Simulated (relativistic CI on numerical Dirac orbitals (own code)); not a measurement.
Electric-dipole transitions in Mn¹⁴⁺

These numbers are calculated, not measured: Dirac-Coulomb-Breit CI, KLI orbitals optimised for each configuration, a model potential for QED, unscaled Slater integrals (own radial code, finite nucleus).

Configuration list (outside the closed core [Ne]): 3s, 3p, 3d, 4s, 4p, 4d, 4f, 5s, 5p, 5d, 5f, 5g, 6s, 6p, 6d, 7s, 7p. Levels of other configurations are missing.

| λ vac (Å) | Lower | Upper | A (s⁻¹) | E lower (cm⁻¹) | E upper (cm⁻¹) |
| --- | --- | --- | --- | --- | --- |
| 53.145 | 3d 2D_3/2 [4] | 5f 2F°_5/2 [18] | 2.76e+11 | 632485 | 2514141 |
| 53.200 | 3d 2D_5/2 [5] | 5f 2F°_7/2 [19] | 2.95e+11 | 634622 | 2514330 |
| 60.851 | 3p 2P°_1/2 [2] | 4d 2D_3/2 [9] | 2.53e+11 | 260499 | 1903854 |
| 61.451 | 3p 2P°_3/2 [3] | 4d 2D_5/2 [10] | 3.09e+11 | 277527 | 1904844 |
| 75.468 | 3d 2D_3/2 [4] | 4f 2F°_5/2 [11] | 7.22e+11 | 632485 | 1957546 |
| 75.569 | 3d 2D_5/2 [5] | 4f 2F°_7/2 [12] | 7.72e+11 | 634622 | 1957919 |
| 140.15 | 4p 2P°_3/2 [8] | 5d 2D_5/2 [17] | 5.17e+10 | 1773923 | 2487460 |
| 163.86 | 4d 2D_3/2 [9] | 5f 2F°_5/2 [18] | 1.19e+11 | 1903854 | 2514141 |
| 164.07 | 4d 2D_5/2 [10] | 5f 2F°_7/2 [19] | 1.28e+11 | 1904844 | 2514330 |
| 178.91 | 4f 2F°_5/2 [11] | 5g 2G_7/2 [20] | 2.09e+11 | 1957546 | 2516482 |
| 178.99 | 4f 2F°_7/2 [12] | 5g 2G_9/2 [21] | 2.17e+11 | 1957919 | 2516601 |
| 265.16 | 5p 2P°_3/2 [15] | 6d 2D_5/2 [26] | 1.35e+10 | 2424341 | 2801465 |
| 268.83 | 3p 2P°_1/2 [2] | 3d 2D_3/2 [4] | 1.43e+10 | 260499 | 632485 |
| 280.04 | 3p 2P°_3/2 [3] | 3d 2D_5/2 [5] | 1.52e+10 | 277527 | 634622 |
| 358.83 | 5d 2D_5/2 [17] | 6p 2P°_3/2 [24] | 1.16e+10 | 2487460 | 2766147 |
| 360.33 | 3s 2S_1/2 [1] | 3p 2P°_3/2 [3] | 7.20e+09 | 0 | 277527 |
| 600.71 | 6d 2D_5/2 [26] | 7p 2P°_3/2 [29] | 5.80e+09 | 2801465 | 2967935 |
| 732.45 | 4p 2P°_1/2 [7] | 4d 2D_3/2 [9] | 3.03e+09 | 1767326 | 1903854 |
| 763.82 | 4p 2P°_3/2 [8] | 4d 2D_5/2 [10] | 3.22e+09 | 1773923 | 1904844 |
| 913.29 | 4s 2S_1/2 [6] | 4p 2P°_3/2 [8] | 1.62e+09 | 1664429 | 1773923 |
| 1518.9 | 5p 2P°_1/2 [14] | 5d 2D_3/2 [16] | 9.40e+08 | 2421096 | 2486931 |
| 1584.3 | 5p 2P°_3/2 [15] | 5d 2D_5/2 [17] | 9.97e+08 | 2424341 | 2487460 |
| 1856.6 | 5s 2S_1/2 [13] | 5p 2P°_3/2 [15] | 5.08e+08 | 2370478 | 2424341 |
| 1884.1 | 4d 2D_5/2 [10] | 4f 2F°_7/2 [12] | 1.50e+08 | 1904844 | 1957919 |
| 2714.5 | 6p 2P°_1/2 [23] | 6d 2D_3/2 [25] | 3.63e+08 | 2764313 | 2801152 |
| 2831.4 | 6p 2P°_3/2 [24] | 6d 2D_5/2 [26] | 3.86e+08 | 2766147 | 2801465 |
| 3294.5 | 6s 2S_1/2 [22] | 6p 2P°_3/2 [24] | 1.98e+08 | 2735793 | 2766147 |
| 3675.1 | 5d 2D_3/2 [16] | 5f 2F°_5/2 [18] | 6.69e+07 | 2486931 | 2514141 |
| 3721.7 | 5d 2D_5/2 [17] | 5f 2F°_7/2 [19] | 6.91e+07 | 2487460 | 2514330 |
| 5331.9 | 7s 2S_1/2 [27] | 7p 2P°_3/2 [29] | 8.91e+07 | 2949181 | 2967935 |

Terms are leading LS components. Brackets give the number of a level in order of energy, since labels repeat. The list gives strong lines, with weight on those to low levels, without lines whose two gauges differ by over a factor of 2.5. Levels whose partners in the same complex of configurations lie outside the list can be far off, and so can their lines. Rates are taken at the computed energies, electric ones in the length gauge.

At this charge energies of transitions that change n are usually good to better than 1 %, and those within a shell (Δn = 0) to a few per cent.
